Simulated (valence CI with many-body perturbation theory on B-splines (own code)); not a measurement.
**Ag40+: electric-dipole lines**

Method: valence CI with perturbative core correlation (CI+MBPT): five valence electrons over a frozen Dirac-Fock core [He], a basis of 11 s, 11 p, 10 d, 8 f, 5 g, 2 h functions for each j, with the one-electron correlation potential Σ1, the two-electron term Σ2, the three-electron term Σ3, Breit, model QED; selected CI, second order for the rest, scaled by the run's own slope (own B-spline code, finite nucleus).

No measured spectrum was set against this ion. As an estimate, large intervals hold to a few tenths of a per cent, small ones and those within an open d or f shell to about a per cent. Among the levels kept, up to 7100 cm⁻¹ of a level comes from second order outside the variational space, and about a tenth of that is noise between levels of different J, which matters for small intervals.

Lines 151 to 200 of 600 in falling wavelength, among levels below 34337 × 10³ cm⁻¹, chosen from the strongest by gf and those to the six lowest levels. Wavelengths and rates use the calculated energies. Electric multipoles are in the length gauge, E1 and E2 with the static RPA response of the core. Weak lines are less certain than strong ones. Lines between different terms over intervals too small for the method are left out, as are lines whose strength nearly cancels. The highest levels of a list are the least certain.

Levels are named by their leading jj configuration (3d3/2^4 stands for four electrons in 3d with j = 3/2), which in mixed levels can hold well under half, so a name can repeat and another be missing. Letters in brackets count levels of one name in rising energy.

| λ vac (Å) | Upper | Lower | A (s⁻¹) | S (a.u.) with core polarisation | S without |
| --- | --- | --- | --- | --- | --- |
| 103.3 | (2s 2p3/2^3 3p3/2) J=5/2 | (2s 2p1/2 2p3/2^2 3d5/2) J=5/2 [b] | 9.03e+09 | 2.95e-02 | 2.95e-02 |
| 103.3 | (2s^2 2p1/2 2p3/2 3d3/2) J=1/2 [a] | (2s^2 2p1/2 2p3/2 3p1/2) J=1/2 | 2.72e+10 | 2.96e-02 | 2.96e-02 |
| 102.8 | (2s 2p1/2^2 2p3/2 3p3/2) J=1/2 [b] | (2s 2p1/2^2 2p3/2 3s) J=1/2 | 4.55e+10 | 4.87e-02 | 4.88e-02 |
| 102.3 | (2s 2p1/2 2p3/2^2 3d5/2) J=7/2 [a] | (2s 2p1/2 2p3/2^2 3p1/2) J=5/2 [a] | 1.23e+10 | 5.21e-02 | 5.22e-02 |
| 100.1 | (2s 2p1/2^2 2p3/2 3p3/2) J=5/2 [a] | (2s 2p1/2^2 2p3/2 3s) J=5/2 | 2.41e+10 | 7.15e-02 | 7.15e-02 |
| 99.38 | (2s^2 2p1/2 2p3/2 3p3/2) J=5/2 [b] | (2s^2 2p1/2 2p3/2 3s) J=5/2 | 1.49e+10 | 4.33e-02 | 4.33e-02 |
| 99.03 | (2s 2p1/2 2p3/2^2 3d5/2) J=9/2 [b] | (2s 2p1/2 2p3/2^2 3p1/2) J=7/2 | 5.29e+09 | 2.53e-02 | 2.53e-02 |
| 98.50 | (2s 2p1/2 2p3/2^2 3p3/2) J=1/2 [d] | (2s 2p1/2 2p3/2^2 3s) J=3/2 [c] | 2.72e+10 | 2.57e-02 | 2.57e-02 |
| 97.74 | (2s 2p1/2 2p3/2^2 3d3/2) J=5/2 [e] | (2s 2p1/2 2p3/2^2 3p1/2) J=5/2 [c] | 9.39e+09 | 2.60e-02 | 2.60e-02 |
| 97.45 | (2s^2 2p3/2^2 3p3/2) J=3/2 [a] | (2s^2 2p3/2^2 3s) J=3/2 | 1.88e+10 | 3.43e-02 | 3.43e-02 |
| 97.26 | (2s 2p1/2 2p3/2^2 3p3/2) J=3/2 [f] | (2s 2p1/2 2p3/2^2 3s) J=3/2 [c] | 1.87e+10 | 3.39e-02 | 3.39e-02 |
| 94.95 | (2s^2 2p1/2 2p3/2 3p3/2) J=1/2 [b] | (2s^2 2p1/2 2p3/2 3s) J=3/2 [b] | 4.88e+10 | 4.12e-02 | 4.12e-02 |
| 94.67 | (2s 2p1/2 2p3/2^2 3p3/2) J=5/2 [b] | (2s 2p1/2 2p3/2^2 3s) J=7/2 | 9.90e+09 | 2.49e-02 | 2.49e-02 |
| 92.67 | (2s 2p1/2 2p3/2^2 3s) J=3/2 [a] | (2s^2 2p3/2^2 3s) J=3/2 | 1.78e+10 | 2.80e-02 | 2.80e-02 |
| 92.32 | (2s 2p1/2 2p3/2^2 3p3/2) J=1/2 [d] | (2s 2p1/2 2p3/2^2 3s) J=1/2 [b] | 3.00e+10 | 2.33e-02 | 2.33e-02 |
| 87.04 | (2s 2p1/2 2p3/2^2 3p1/2) J=7/2 | (2s^2 2p3/2^2 3p1/2) J=5/2 | 1.50e+10 | 3.90e-02 | 3.91e-02 |
| 81.34 | (2s 2p1/2 2p3/2^2 3s) J=7/2 | (2s^2 2p3/2^2 3s) J=5/2 | 1.34e+10 | 2.84e-02 | 2.84e-02 |
| 76.33 | (2s 2p1/2^2 2p3/2^2) J=5/2 | (2s^2 2p1/2 2p3/2^2) J=5/2 | 5.42e+09 | 7.14e-03 | 7.16e-03 |
| 72.26 | (2p1/2^2 2p3/2^2 3p3/2) J=7/2 | (2s 2p1/2 2p3/2^2 3p3/2) J=7/2 [c] | 1.23e+10 | 1.83e-02 | 1.84e-02 |
| 70.60 | (2p1/2^2 2p3/2^2 3p1/2) J=5/2 | (2s 2p1/2 2p3/2^2 3p1/2) J=5/2 [c] | 1.83e+10 | 1.91e-02 | 1.92e-02 |
| 68.79 | (2s 2p1/2^2 2p3/2^2) J=5/2 | (2s^2 2p1/2 2p3/2^2) J=3/2 | 1.29e+10 | 1.24e-02 | 1.24e-02 |
| 67.79 | (2p1/2^2 2p3/2^2 3s) J=5/2 | (2s 2p1/2 2p3/2^2 3s) J=3/2 [b] | 1.93e+10 | 1.78e-02 | 1.79e-02 |
| 67.55 | (2s 2p1/2 2p3/2^3) J=5/2 | (2s^2 2p3/2^3) J=3/2 | 1.37e+10 | 1.25e-02 | 1.25e-02 |
| 64.14 | (2s 2p1/2^2 2p3/2^2) J=1/2 | (2s^2 2p1/2 2p3/2^2) J=1/2 | 2.19e+10 | 5.71e-03 | 5.72e-03 |
| 59.84 | (2p1/2^2 2p3/2^2 3p1/2) J=3/2 | (2s 2p1/2 2p3/2^2 3p1/2) J=5/2 [b] | 4.79e+10 | 2.03e-02 | 2.03e-02 |
| 56.43 | (2s 2p1/2^2 2p3/2^2) J=3/2 | (2s^2 2p1/2 2p3/2^2) J=5/2 | 2.09e+10 | 7.43e-03 | 7.45e-03 |
| 55.43 | (2p1/2^2 2p3/2^2 3p3/2) J=5/2 | (2s 2p1/2 2p3/2^2 3p3/2) J=7/2 [b] | 5.32e+10 | 2.69e-02 | 2.69e-02 |
| 55.37 | (2p1/2^2 2p3/2^2 3s) J=3/2 | (2s 2p1/2 2p3/2^2 3s) J=5/2 [b] | 7.68e+10 | 2.58e-02 | 2.58e-02 |
| 55.37 | (2s 2p1/2 2p3/2^3) J=3/2 [b] | (2s^2 2p3/2^3) J=3/2 | 2.03e+10 | 6.80e-03 | 6.81e-03 |
| 55.11 | (2p1/2^2 2p3/2^2 3p3/2) J=7/2 | (2s 2p1/2 2p3/2^2 3p3/2) J=9/2 | 5.55e+10 | 3.66e-02 | 3.67e-02 |
| 54.80 | (2p1/2^2 2p3/2^2 3p1/2) J=5/2 | (2s 2p1/2 2p3/2^2 3p1/2) J=7/2 | 6.42e+10 | 3.13e-02 | 3.13e-02 |
| 53.62 | (2p1/2^2 2p3/2^2 3s) J=5/2 | (2s 2p1/2 2p3/2^2 3s) J=7/2 | 4.77e+10 | 2.18e-02 | 2.18e-02 |
| 52.20 | (2s 2p1/2^2 2p3/2^2) J=3/2 | (2s^2 2p1/2 2p3/2^2) J=3/2 | 7.93e+09 | 2.23e-03 | 2.23e-03 |
| 51.63 | (2p1/2^2 2p3/2^3) J=3/2 | (2s 2p1/2 2p3/2^3) J=5/2 | 8.30e+10 | 2.26e-02 | 2.26e-02 |
| 48.74 | (2p1/2^2 2p3/2^2 3p3/2) J=7/2 | (2s 2p1/2 2p3/2^2 3p3/2) J=7/2 [a] | 2.89e+10 | 1.32e-02 | 1.32e-02 |
| 38.91 | (2s 2p1/2 2p3/2^2 3d5/2) J=9/2 [a] | (2s^2 2p1/2 2p3/2 3d5/2) J=7/2 [a] | 3.65e+10 | 1.06e-02 | 1.06e-02 |
| 38.80 | (2s 2p1/2 2p3/2^2 3s) J=5/2 [a] | (2s^2 2p1/2 2p3/2 3s) J=3/2 [a] | 5.90e+10 | 1.02e-02 | 1.02e-02 |
| 38.48 | (2s 2p1/2 2p3/2^2 3p3/2) J=7/2 [a] | (2s^2 2p1/2 2p3/2 3p3/2) J=5/2 [a] | 5.73e+10 | 1.29e-02 | 1.29e-02 |
| 38.42 | (2s 2p1/2 2p3/2^2 3p3/2) J=7/2 [b] | (2s^2 2p1/2 2p3/2 3p3/2) J=5/2 [b] | 4.59e+10 | 1.03e-02 | 1.03e-02 |
| 37.97 | (2s 2p1/2 2p3/2^2 3p1/2) J=5/2 [a] | (2s^2 2p1/2 2p3/2 3p1/2) J=3/2 [a] | 6.28e+10 | 1.02e-02 | 1.02e-02 |
| 37.34 | (2s 2p1/2 2p3/2^2 3d5/2) J=11/2 | (2s^2 2p1/2 2p3/2 3d5/2) J=9/2 | 4.77e+10 | 1.47e-02 | 1.47e-02 |
| 36.93 | (2s 2p1/2 2p3/2^2 3p3/2) J=9/2 | (2s^2 2p1/2 2p3/2 3p3/2) J=7/2 | 5.14e+10 | 1.28e-02 | 1.28e-02 |
| 36.85 | (2s 2p1/2 2p3/2^2 3s) J=7/2 | (2s^2 2p1/2 2p3/2 3s) J=5/2 | 4.92e+10 | 9.71e-03 | 9.73e-03 |
| 36.54 | (2s 2p1/2 2p3/2^2 3p1/2) J=7/2 | (2s^2 2p1/2 2p3/2 3p1/2) J=5/2 | 5.92e+10 | 1.14e-02 | 1.14e-02 |
| 35.57 | (2s 2p1/2^2 2p3/2^2) J=5/2 | (2s^2 2p1/2^2 2p3/2) J=3/2 | 7.32e+10 | 9.76e-03 | 9.78e-03 |
| 34.99 | (2p1/2^2 2p3/2^2 3p3/2) J=5/2 | (2s 2p1/2^2 2p3/2 3p3/2) J=3/2 [b] | 1.06e+11 | 1.35e-02 | 1.35e-02 |
| 34.78 | (2s 2p1/2 2p3/2^2 3d5/2) J=5/2 [b] | (2s^2 2p3/2^2 3s) J=5/2 | 9.30e+10 | 1.16e-02 | 1.16e-02 |
| 34.39 | (2s 2p3/2^3 3p3/2) J=7/2 | (2s^2 2p3/2^2 3p3/2) J=7/2 | 2.26e+11 | 3.63e-02 | 3.64e-02 |
| 34.25 | (2s 2p3/2^3 3p1/2) J=5/2 | (2s^2 2p3/2^2 3p1/2) J=5/2 | 2.53e+11 | 3.01e-02 | 3.01e-02 |
| 34.23 | (2s 2p3/2^3 3p1/2) J=3/2 [a] | (2s^2 2p3/2^2 3p1/2) J=3/2 | 2.42e+11 | 1.92e-02 | 1.92e-02 |
